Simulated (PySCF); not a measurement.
# Bond curve of K₂⁺

Set-up: basis K pcseg-1; no relativity; PySCF 2.14. Energies in eV from K⁺ + K in their ground configurations at the same level. State: ²Σg⁺ (doublet), unpaired electrons σ ↑.

All columns are TPSS.

```
R (Å)  E (eV)  HOMO (eV)  LUMO (eV)  Mayer bond order  ⟨S²⟩
3.928  -0.834      -6.50      -5.65              0.52  0.75
4.110  -0.892      -6.42      -5.58              0.51  0.75
4.293  -0.926      -6.34      -5.49              0.51  0.75
4.430  -0.941      -6.27      -5.45              0.51  0.75
4.567  -0.946      -6.20      -5.38              0.51  0.75
4.704  -0.945      -6.14      -5.33              0.50  0.75
4.887  -0.935      -6.05      -5.24              0.50  0.75
5.115  -0.911      -5.95      -5.13              0.50  0.75
5.389  -0.873      -5.83      -5.02              0.50  0.75
5.754  -0.813      -5.70      -4.84              0.50  0.75
```

The state is the lowest determinant that a PBE0 search found; another state may lie lower at other levels.
